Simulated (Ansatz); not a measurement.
Cost and result up the ladder for InGa5 (6 atoms). Charge 0, multiplicity 1. Geometry: PBE-D4/def2-SVP.

Cartesian coordinates in Å:
```
Ga 1.894 0.360 -0.241
Ga -1.454 -1.150 -1.173
Ga 0.373 1.667 1.340
Ga 0.464 -1.693 0.369
Ga -1.181 -0.312 1.765
In -0.095 1.127 -2.059
```

Ansatz on 4 threads of Arm Neoverse V2 on a shared host. Times are rough, and most runs start from the orbitals of an earlier one. No level here is sound enough to serve as a yardstick. Binding counts from free atoms at the same level (Ga doublet, In doublet; other spins of the atoms weren't run), without zero-point energy or a counterpoise term.

In the def2 sets In takes a core potential; there is no spin–orbit coupling. Correlated methods freeze 49 core orbitals; core or outer-core shells of Ga, In are correlated, in sets that lack core-valence functions. The structure comes from a short search, and lower isomers may exist.

Run but left out: BHLYP-D4/def2-TZVP, B2PLYP/def2-TZVP, B2PLYP/def2-TZVPD (restricted singlet, unstable in another Hartree–Fock run and untested here).

Correlated methods converge slowly with the basis.

```json
{"level": "r2SCAN0-D4/def2-TZVP", "functions": "290", "binding energy per atom (eV)": "1.72", "remarks": "restricted SCF unstable in HF"}
{"level": "PBE-D4/def2-TZVP", "functions": "290", "binding energy per atom (eV)": "1.89", "remarks": "–"}
{"level": "PBE0-D4/def2-SVP", "functions": "186", "binding energy per atom (eV)": "1.75", "remarks": "restricted SCF unstable in HF"}
{"level": "PBE-D4/def2-TZVPD", "functions": "326", "binding energy per atom (eV)": "1.89", "remarks": "restricted SCF unstable in HF"}
{"level": "PBE0-D4/def2-TZVP", "functions": "290", "binding energy per atom (eV)": "1.76", "remarks": "restricted SCF unstable in HF"}
{"level": "r2SCAN-D4/def2-TZVP", "functions": "290", "binding energy per atom (eV)": "1.83", "remarks": "restricted SCF unstable in HF"}
{"level": "RPA@PBE/def2-TZVP", "functions": "290", "binding energy per atom (eV)": "1.59", "remarks": "–"}
{"level": "MP2/def2-TZVP", "functions": "290", "binding energy per atom (eV)": "2.06", "remarks": "restricted SCF unstable"}
{"level": "PBE0-D4/def2-TZVPD", "functions": "326", "binding energy per atom (eV)": "1.76", "remarks": "restricted SCF unstable in HF"}
{"level": "PBE-D4/def2-SVP", "functions": "186", "binding energy per atom (eV)": "1.88", "remarks": "restricted SCF unstable in HF"}
```

**Question.** Estimate how long each takes.

**Answer.** PBE-D4/def2-SVP 3.4 s; PBE-D4/def2-TZVP 6 s; PBE0-D4/def2-SVP 8 s; PBE-D4/def2-TZVPD 11 s; r2SCAN-D4/def2-TZVP 16 s; RPA@PBE/def2-TZVP 20 s; PBE0-D4/def2-TZVPD 24 s; PBE0-D4/def2-TZVP 25 s; MP2/def2-TZVP 26 s; r2SCAN0-D4/def2-TZVP 27 s. On shared hardware such times vary by a factor of up to 3.
